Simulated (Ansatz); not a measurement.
Basis-set extrapolation for `O/C=C/[SiH2]Cl` (PBE0-D4/def2-TZVP geometry, frozen core, Ansatz). Multiplicity 1, RHF reference.

```json
{"": "HF", "def2-TZVPP": "-902.066430", "def2-QZVPP": "-902.095487"}
{"": "MP2 correlation", "def2-TZVPP": "-0.868296", "def2-QZVPP": "-0.937806"}
{"": "CCSD(T) correlation", "def2-TZVPP": "-0.953010", "def2-QZVPP": "not run"}
```

Energies in hartree. Use E(X) = E(∞) + A·exp(−7.88·√X) for Hartree–Fock and E(X) = E(∞) + B·X^(−2.97) for correlation, with X = 3 and 4, and add CCSD(T) minus MP2 of the smaller set to the MP2 limit.

Problem. What is the CCSD(T) energy at the basis-set limit?

Solution. HF limit: -902.095487 + (-0.029057) × 0.13774 = -902.09949. MP2 limit: -0.937806 + (-0.069510) × 0.74074 = -0.98929. Higher-order term: -0.953010 − (-0.868296) = -0.08471. Total: -903.17349 hartree, 404.5 kJ/mol below CCSD(T)/def2-TZVPP.
